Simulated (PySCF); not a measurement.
Species: C6H9AlFN.
SMILES: `F[CH2][AlH2-][n+]1ccccc1`

Torsions of this conformer, `[F:1][CH2:2][AlH2-:3][n+:4]1[cH:5][cH:6][cH:7][cH:8][cH:9]1`: F1–C2–Al3–N4 179°, C2–Al3–N4–C5 -83°.

The closed-shell ground state was solved at several levels (PySCF, density fitting, gas phase, non-relativistic). Geometry: PBE0-D3(BJ)/def2-SVP, one conformer, isolated molecule.

| level | basis functions | HOMO (eV) | LUMO (eV) | gap (eV) | dipole (D) |
| --- | --- | --- | --- | --- | --- |
| mPW1PW91/pcSseg-1 | 205 | -6.61 | -2.38 | 4.23 | 9.24 |
| PBE0/pcSseg-1 | 205 | -6.57 | -2.36 | 4.21 | 9.21 |

(1) What might CAM-B3LYP/def2-SVPD (259 basis functions) give for the same quantities?

(2) Over all these levels, which gives the widest orbital gap and which the narrowest?

(3) How far do the dipole and the HOMO energy spread over the levels?

Answers

(1) HOMO -8.09 eV, LUMO -1.27 eV, gap 6.82 eV, dipole 9.23 D.

(2) CAM-B3LYP/def2-SVPD (range-separated hybrid) has the widest, 6.82 eV, and PBE0/pcSseg-1 (global hybrid, 25 % exact exchange) the narrowest, 4.21 eV. Functional and basis both differ between the two, so the spread mixes both effects.

(3) The dipole runs from 9.21 to 9.24 D (mean 9.23 D) and the HOMO from -8.09 to -6.57 eV.
